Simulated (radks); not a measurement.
Results of a calculation; reference values are marked as such.
Spherical quantum dot in the effective-mass picture: electrons in a well V = -V0 / (1 + exp((r - R)/a)) with V0 = 8.36, R = 4.9, a = 0.25, all in effective atomic units (hartree* = m*/eps^2 hartree, bohr* = eps/m* bohr), one dielectric constant everywhere. Level of theory: non-relativistic Kohn-Sham, exchange-only LDA, spin-polarised, spherical densities (a radial shooting solver with Libxc functionals). Levels are named by radial order and angular momentum (1s, 1p, 1d, 2s, ...), and open shells are averaged over m. Results are scaled to m* = 0.035 and eps = 7, for which hartree* = 19.44 meV and bohr* = 10.58 nm. Each electron was tried in the lowest free levels, single moves between levels near the top were tried too, and the lowest total energy was kept; such a search can miss a lower state. The series stops at N = 27: beyond it a trial failed or the search could not be trusted, so later rows were left out. At N = 1 the Hartree and exchange-correlation terms need not cancel, so that row can carry a self-interaction error.

N,open shells,2S,E (meV),mu = E(N) - E(N-1) (meV),addition energy mu(N+1) - mu(N) (meV),rms radius (nm)
1,"1s(up 1, down 0)",1,-157.584,-157.58,7.022,26.90
2,none,0,-308.145,-150.56,8.539,28.43
3,"1p(up 1, down 0)",1,-450.168,-142.02,4.956,30.34
4,"1p(up 2, down 0)",2,-587.235,-137.07,5.075,31.45
5,"1p(up 3, down 0)",3,-719.227,-131.99,6.934,32.24
6,"1p(up 3, down 1)",2,-844.285,-125.06,4.698,32.90
7,"1p(up 3, down 2)",1,-964.645,-120.36,4.842,33.43
8,none,0,-1080.16,-115.52,9.162,33.89
9,"1d(up 1, down 0)",1,-1186.52,-106.36,4.742,34.43
10,"1d(up 2, down 0)",2,-1288.13,-101.61,4.764,34.88
11,"1d(up 3, down 0)",3,-1384.98,-96.850,4.773,35.27
12,"1d(up 4, down 0)",4,-1477.06,-92.077,4.775,35.62
13,"1d(up 5, down 0)",5,-1564.36,-87.303,6.405,35.93
14,"1d(up 5, down 1)",4,-1645.26,-80.898,4.601,36.22
15,"1d(up 5, down 2)",3,-1721.56,-76.296,4.630,36.49
16,"1d(up 5, down 3)",2,-1793.22,-71.667,4.645,36.73
17,"1d(up 5, down 4)",1,-1860.24,-67.022,4.653,36.96
18,none,0,-1922.61,-62.369,9.694,37.17
19,"1f(up 1, down 0)",1,-1975.29,-52.675,4.569,37.41
20,"1f(up 2, down 0)",2,-2023.39,-48.106,4.572,37.63
21,"1f(up 3, down 0)",3,-2066.93,-43.534,4.573,37.84
22,"1f(up 4, down 0)",4,-2105.89,-38.962,4.571,38.03
23,"1f(up 5, down 0)",5,-2140.28,-34.390,4.569,38.21
24,"1f(up 6, down 0)",6,-2170.10,-29.821,4.565,38.38
25,"1f(up 7, down 0)",7,-2195.36,-25.256,6.038,38.55
26,"1f(up 7, down 1)",6,-2214.57,-19.217,4.474,38.70
27,"1f(up 7, down 2)",5,-2229.32,-14.744,-,38.86

All shells are closed at N = 2, 8, 18 (there: 1s2 1p6 1d10); the second difference of the energy has clear peaks (12 % above both neighbours; the first and last values, which can be the largest, are not judged, and half-filled shells can peak too) at N = 2, 5, 8, 13, 18, 25.
